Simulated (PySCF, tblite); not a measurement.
Isomers of C4H15NOSi3. Computed with GFN2-xTB (tblite): harmonic, unscaled wavenumbers at the GFN2-xTB geometry, gas phase. Against measured fundamentals such values can be off by several per cent, at times by over 20. Modes of hydrogen on silicon can be 10 to 20 % off. One conformer each.

Electronic energies: PBE0/pcSseg-1 single points on the GFN2-xTB geometries (PySCF, gas phase).

```csv
SMILES,"electronic energy, lowest = 0 (kJ/mol)"
CC(C)(C=O)[SiH2][SiH2]N[SiH3],121.1
[SiH3][SiH2]O[SiH2]N1CCCC1,0.0
C=C[SiH2]N([SiH3])[Si@@H](C)OC,4.7
O[Si@H](C1CCC1)N([SiH3])[SiH3],2.4
```

Question: How do GFN2-xTB zero-point energies change the relative energies?

Answer: 
```
                        SMILES  ZPE (kJ/mol)  of it from modes above 1550 cm⁻¹  electronic (kJ/mol)  with ZPE, lowest = 0 (kJ/mol)  lowest mode (cm⁻¹)  rings
    [SiH3][SiH2]O[SiH2]N1CCCC1         468.1                             233.8                  0.0                            5.2                  21      1
O[Si@H](C1CCC1)N([SiH3])[SiH3]         463.8                             240.9                  2.4                            3.4                 11i      1
C=C[SiH2]N([SiH3])[Si@@H](C)OC         458.2                             252.3                  4.7                            0.0                  10      0
 CC(C)(C=O)[SiH2][SiH2]N[SiH3]         455.8                             247.6                121.1                          114.0                  17      0
```

The zero-point energies span 12.3 kJ/mol, from `CC(C)(C=O)[SiH2][SiH2]N[SiH3]` to `[SiH3][SiH2]O[SiH2]N1CCCC1`. Slightly imaginary modes are left out of the zero-point energy: `O[Si@H](C1CCC1)N([SiH3])[SiH3]` 10.7i cm⁻¹. With it `C=C[SiH2]N([SiH3])[Si@@H](C)OC` becomes the lowest.

Question: And how do the electronic energies of GFN2-xTB itself compare?

Answer: `[SiH3][SiH2]O[SiH2]N1CCCC1` 0.0; `O[Si@H](C1CCC1)N([SiH3])[SiH3]` 87.9; `C=C[SiH2]N([SiH3])[Si@@H](C)OC` 188.6; `CC(C)(C=O)[SiH2][SiH2]N[SiH3]` 310.9 kJ/mol, lowest = 0. Against the energies above, taken from the same isomer `[SiH3][SiH2]O[SiH2]N1CCCC1`, the largest difference is 189.8 kJ/mol.
